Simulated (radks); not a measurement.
Values are calculated unless marked as measured or tabulated.
Polarisability of neutral tantalum, [Xe] 4f14 5d3 6s2, at imaginary frequency. Code: a radial shooting solver on a logarithmic mesh with Libxc functionals. Model: scalar-relativistic Kohn-Sham, exchange-only LDA, spin-polarised, spherical densities, finite nucleus; open shells are filled with parallel spins first (spin-orbit coupling, left out, can overturn this in heavy ions); Fermi nuclear charge, rms radius 5.3507 fm. Response by self-consistent Sternheimer equations with the Hartree and adiabatic exchange-only LDA kernel, the relativistic mass of each level held fixed and spin-orbit coupling left out.

w (hartree)  alpha1(iw) (bohr^3)
0.00266                    86.72
0.0143                     86.07
0.0360                     82.71
0.0697                     73.93
0.118                      59.62
0.186                      43.44
0.280                      29.37
0.413                      18.97
0.605                      11.92
0.892                      7.300
1.35                       4.300
2.12                       2.347
3.59                       1.117
6.94                      0.4255
17.5                      0.1027

Static values: alpha1 = 86.74 bohr^3 (12.85 angstrom^3; uncoupled 183.4). C6 = 1107, triple-dipole C9 = 66760 atomic units. One-pole (London) frequency 4 C6 / (3 alpha1^2) = 0.196 hartree, against 0.129 for minus the highest occupied eigenvalue. Recommended static value: 74 bohr^3 (Schwerdtfeger and Nagle, 2023 table).
